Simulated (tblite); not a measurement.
Compound: C8H11N.
Numbering: `[CH:1]#[C:2][C@@:3]12[CH2:4][CH2:5][C@@H:6]1[CH2:7][NH:8][CH2:9]2` (hydrogens: H10 on C1; H11, H12 on C4; H13, H14 on C5; H15 on C6; H16, H17 on C7; H18 on N8; H19, H20 on C9)

Computed with GFN2-xTB (tblite), gas phase: L-BFGS steps from a force-field or distance-geometry start until the largest atomic force falls under 0.01 eV/Å.

Step 30: E = -696.0454 eV
```
atom  x, y, z in Å  |  force x, y, z in eV/Å
C1      1.5674    2.7465   -0.4038   -0.056   0.054   0.023
C2      0.8295    1.8089   -0.2935    0.153  -0.025   0.065
C3      0.1145    0.5634   -0.2538   -0.065   0.066  -0.160
C4      0.8457   -0.5341   -1.0639    0.031  -0.063  -0.049
C5      1.2492   -1.2186    0.2455   -0.047   0.013   0.116
C6      0.2523   -0.3305    1.0038   -0.121   0.127  -0.041
C7     -1.1591   -0.9279    1.1846   -0.034   0.076   0.023
N8     -2.0000   -0.5030    0.0626   -0.036   0.019   0.094
C9     -1.3934    0.6869   -0.5190   -0.077  -0.109  -0.010
H10     2.1611    3.6069   -0.4872   -0.031   0.038   0.029
H11     0.1667   -1.1257   -1.6705   -0.063  -0.068  -0.069
H12     1.6623   -0.1801   -1.6850    0.069   0.024  -0.062
H13     2.2795   -1.0066    0.5230    0.015   0.006  -0.001
H14     1.0797   -2.2907    0.3156   -0.034  -0.049  -0.037
H15     0.6156    0.1622    1.9046    0.014  -0.124   0.040
H16    -1.6115   -0.5219    2.0995    0.061  -0.094  -0.040
H17    -1.1288   -2.0218    1.2577   -0.064   0.209   0.043
H18    -2.1306   -1.2413   -0.6201    0.217   0.070   0.013
H19    -1.7995    1.5805   -0.0140    0.132  -0.219  -0.078
H20    -1.6059    0.7577   -1.5893   -0.064   0.049   0.099
```

Step 31: E = -696.0556 eV
```
atom  x, y, z in Å  |  force x, y, z in eV/Å
C1      1.5499    2.7640   -0.3931   -0.073   0.029   0.035
C2      0.8222    1.8160   -0.2986    0.193   0.013   0.086
C3      0.1194    0.5630   -0.2588   -0.008   0.073  -0.198
C4      0.8539   -0.5324   -1.0678    0.050  -0.127   0.009
C5      1.2382   -1.2389    0.2363   -0.109   0.098   0.177
C6      0.2618   -0.3299    1.0012   -0.123   0.190  -0.113
C7     -1.1530   -0.9114    1.1923   -0.039   0.059  -0.020
N8     -1.9894   -0.5154    0.0573   -0.059   0.068   0.133
C9     -1.3917    0.6755   -0.5244    0.001  -0.095   0.027
H10     2.1356    3.6329   -0.4597   -0.060  -0.005   0.015
H11     0.1746   -1.1123   -1.6795   -0.111  -0.115  -0.178
H12     1.6855   -0.1913   -1.6749    0.048   0.074  -0.078
H13     2.2730   -1.0575    0.5151    0.039  -0.018   0.018
H14     1.0312   -2.3063    0.3005    0.005   0.007  -0.051
H15     0.6383    0.1716    1.8932    0.003  -0.187   0.020
H16    -1.6027   -0.4797    2.0941    0.011  -0.062   0.002
H17    -1.1268   -1.9992    1.2928   -0.077   0.081   0.062
H18    -2.1124   -1.2547   -0.6248    0.252   0.005   0.046
H19    -1.7992    1.5607   -0.0148    0.094  -0.097  -0.009
H20    -1.6136    0.7562   -1.5896   -0.037   0.009   0.018
```

Question: Estimate the geometry and energy of step 32. (The exact step hangs on the optimiser's Hessian estimate; all steps are aligned on step 31, rigid shifts and turns removed.)

Answer: E = -696.0640 eV, largest force 0.312 eV/Å
```
atom  x, y, z in Å  |  force x, y, z in eV/Å
C1      1.5259    2.7890   -0.3810   -0.090  -0.006   0.048
C2      0.8128    1.8284   -0.2929    0.195   0.012   0.068
C3      0.1257    0.5646   -0.2624    0.062   0.042  -0.180
C4      0.8694   -0.5224   -1.0758    0.074  -0.261  -0.025
C5      1.2214   -1.2665    0.2238   -0.041   0.080   0.114
C6      0.2713   -0.3319    0.9977   -0.079   0.165  -0.123
C7     -1.1492   -0.8897    1.2106   -0.024   0.030  -0.002
N8     -1.9808   -0.5257    0.0647   -0.097   0.072   0.045
C9     -1.3883    0.6570   -0.5344   -0.011   0.061  -0.023
H10     2.1031    3.6656   -0.4355   -0.087  -0.039   0.011
H11     0.1894   -1.0821   -1.7150    0.053  -0.024  -0.104
H12     1.7265   -0.1808   -1.6573   -0.136   0.025   0.017
H13     2.2679   -1.1310    0.5133   -0.197  -0.066  -0.048
H14     0.9679   -2.3342    0.2648    0.080   0.293  -0.043
H15     0.6742    0.1645    1.8842   -0.042  -0.223  -0.052
H16    -1.5897   -0.4253    2.1010   -0.008  -0.040  -0.027
H17    -1.1367   -1.9720    1.3468   -0.063   0.021   0.072
H18    -2.0976   -1.2731   -0.6120    0.280   0.004   0.137
H19    -1.8048    1.5484   -0.0409    0.115  -0.107   0.006
H20    -1.6137    0.7280   -1.6029    0.016  -0.038   0.108
```

The energy changes by -0.0083 eV. The first-order estimate −F·Δx gives -0.0159 eV and the mean of the old and new forces, exact on a quadratic surface, -0.0078 eV. The step makes an angle of 83° with the force vector and moves no atom by more than 0.078 Å.

What follows is the cost of the whole relaxation. The run took 0.44 s of wall time on one thread, Arm Neoverse V1 (aarch64) (shared host).
